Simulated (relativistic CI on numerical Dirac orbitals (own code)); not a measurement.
**Pd²⁺: resonant inelastic scattering at the L2,3 edge**

Computed with this model: Dirac-Coulomb-Breit CI, orbitals from a KLI potential per configuration, model QED, valence Slater integrals scaled by 0.9, Kramers-Heisenberg scattering through one core-hole configuration in a parametric crystal field; configurations [Kr] 4d8 → [He] 2s2 2p5 3s2 3p6 3d10 4s2 4p6 4d9; 80 K; core-hole width 2.4 eV; summed over polarisations. Incident energies are the highest absorption maxima for each field (at most a few, so the weaker spin-orbit partner edge can be absent), on the computed scale of the free ion. Intensities are in per cent of the strongest line above 0.02 eV; levels within 1 cm⁻¹ are merged; final levels count from the ground level, the first row holds all elastic scattering, lines under 0.4 are left out and each table stops after 24 rows. The scale of the Slater integrals is a model choice and moves the terms in proportion.

Field parameters in Wybourne normalisation: D4h B²₀ = −7Ds, B⁴₀ = 21(Dq − Dt), B⁴₄ = 21√(5/14) Dq; Oh B⁴₀ = 21Dq, B⁴₄ = √(5/14) B⁴₀. The field is a parameter set, without covalency.

S is read from ⟨S²⟩ = S(S + 1).

D4h, 10Dq = 10200, Ds = -780, Dt = 690 cm⁻¹:

| Final level (eV) | Degeneracy | Irrep | S | 3175.4 eV |
| --- | --- | --- | --- | --- |
| 0.000 | 1 | B2 | 1.00 | 269.5 |
| 0.020 | 2 | E | 1.00 | 100.0 |
| 0.454 | 1 | A1 | 0.99 | 8.2 |
| 0.533 | 1 | A2 | 1.00 | 9.1 |
| 0.606 | 2 | E | 1.00 | 87.5 |
| 0.616 | 1 | B1 | 0.99 | 9.5 |
| 0.719 | 1 | B2 | 0.99 | 16.6 |
| 1.047 | 1 | A1 | 0.99 | 1.9 |
| 1.132 | 2 | E | 0.99 | 10.8 |
| 1.220 | 1 | B1 | 0.98 | 50.8 |
| 1.302 | 2 | E | 1.00 | 16.7 |
| 1.342 | 1 | A2 | 1.00 | 2.4 |
| 1.347 | 1 | B1 | 0.67 | 16.8 |
| 1.363 | 1 | A1 | 0.80 | 4.5 |
| 1.520 | 1 | B2 | 1.00 | 1.8 |
| 1.568 | 2 | E | 0.98 | 5.5 |
| 1.850 | 1 | A1 | 0.46 | 1.3 |
| 1.994 | 1 | B1 | 0.59 | 2.8 |
| 2.141 | 2 | E | 0.36 | 9.7 |
| 2.354 | 1 | B2 | 0.63 | 4.9 |
| 2.621 | 1 | A1 | 0.11 | 13.8 |
| 2.687 | 1 | B1 | 0.99 | 1.5 |
| 2.703 | 1 | A1 | 0.96 | 11.2 |
| 2.753 | 2 | E | 0.45 | 7.5 |

Oh, 10Dq = 20300 cm⁻¹:

```
Final level (eV)  Degeneracy  Irrep     S  3176.4 eV  3333.9 eV
           0.000           3     T2  1.00      247.3       34.8
           1.615           2      E  0.11       34.8       13.3
           2.476           3     T1  1.00       75.7       16.3
           2.489           2      E  0.97       38.2        8.8
           2.584           3     T2  1.00      100.0       29.8
           2.641           1     A2  1.00       22.7        4.5
           2.902           1     A1  0.24       13.5        6.6
           3.569           3     T1  1.00        9.6       22.3
           3.613           1     A1  0.90        2.8       17.9
           3.621           3     T2  0.99       49.7       12.1
           3.666           2      E  0.98       33.6       12.5
           4.154           3     T2  0.08       14.7       13.6
           4.662           3     T1  0.04       16.2       26.6
           5.563           1     A1  0.99        0.1        1.1
           5.610           3     T1  0.99        2.2        3.0
           5.646           2      E  1.00        4.3        1.1
           5.672           3     T2  0.97        6.4        1.5
           6.932           3     T2  0.03        0.1        0.4
```

For the first field the strongest loss at the lowest incident energy is the level at 0.02 eV (S = 1.00, against 1.00 in the thermal ground state). Levels of other spin, the first over 8 % at 2.14 eV, appear because spin-orbit coupling of the core hole, and in heavier ions of the valence shell too, mixes spins.
